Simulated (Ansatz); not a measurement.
Species: MgCl, charge 1, multiplicity 1. 
Coordinates optimised at B3LYP-D3(BJ)/def2-TZVP (Ansatz, a quantum-chemistry and plane-wave program):
```xyz
2

Mg     0.0000     0.0000    -1.2414
Cl     0.0000     0.0000     0.8763
```
Charge +1, spin multiplicity 1.

Quantity: vertical electron affinity (to the doublet state of charge +0; a negative value means that the extra electron is unbound and the number depends on the basis; each state is the SCF solution reached for its spin), in eV. Cores are frozen in the correlated levels unless marked. UHF or UKS for open shells. Spin-orbit coupling is left out. No relativistic terms. Basis-set limits of correlation are two-point, X^-3; Hartree-Fock from the larger set.

```csv
level,program,vertical electron affinity (eV)
PBE/def2-TZVPD,Ansatz,7.72
r2SCAN/def2-TZVPD,Ansatz,___
PBE0/def2-TZVPD,Ansatz,7.77
wB97X-V/def2-TZVPD,Ansatz,7.66
CCSD/def2-SVPD,Ansatz,___
CCSD/def2-QZVPPD,Ansatz,7.54
"CCSD(T)/CBS(def2-TZVPPD,def2-QZVPPD)",Ansatz,7.56
```

### Question
What belongs in the gaps?

### Answer

- r2SCAN/def2-TZVPD, vertical electron affinity (eV): 7.73
- CCSD/def2-SVPD, vertical electron affinity (eV): 7.59
